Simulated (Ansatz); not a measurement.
Frontier orbitals of C$_{5}$H$_{7}$ClO$_{2}$Zn (`CC1=CC(C)=[O+][Zn-]([Cl])[O]1`).

The species carries charge 0 and has multiplicity 1. For Zn the d shell is correlated and the shells below it are frozen. Scalar relativity is left out up to krypton. The geometry is a stationary point of PBE0-D4/def2-TZVP. Basis def2-TZVPP, Ansatz 0.2.0.

A caution on the coupled-cluster cation, which keeps the state that its UHF reference found: spin contamination of the cation.

| functional | HOMO (eV) | LUMO (eV) | gap (eV) |
| --- | --- | --- | --- |
| PBE | -6.31 | -2.73 | 3.58 |
| r2SCAN | -6.52 | -2.58 | 3.94 |
| B97M-V | -6.53 | -2.48 | 4.05 |
| PBE0 | -7.39 | -1.84 | 5.55 |
| BHLYP | -8.36 | -0.77 | 7.59 |
| LC-ωPBE | -9.91 | 0.31 | 10.22 |
| ωB97M-V | -9.50 | 0.25 | 9.75 |

Question: What is the vertical ionisation energy at frozen-core CCSD(T)/def2-TZVPP? (Best estimate.)

Answer: Ansatz gave: 9.24 eV (T1 of the cation 0.020).

From PBE to PBE0 the HOMO moves by −1.08 eV and the LUMO by +0.89 eV, and with ωB97M-V by −3.19 and +2.98 eV, so the gap grows from 3.58 to 9.75 eV with exact exchange. A positive LUMO is unbound and depends on the basis. −ε(HOMO) differs from that ionisation energy by −2.93 eV with PBE and +0.26 eV with ωB97M-V.

LC-ωPBE has ω = 0.4 bohr⁻¹.
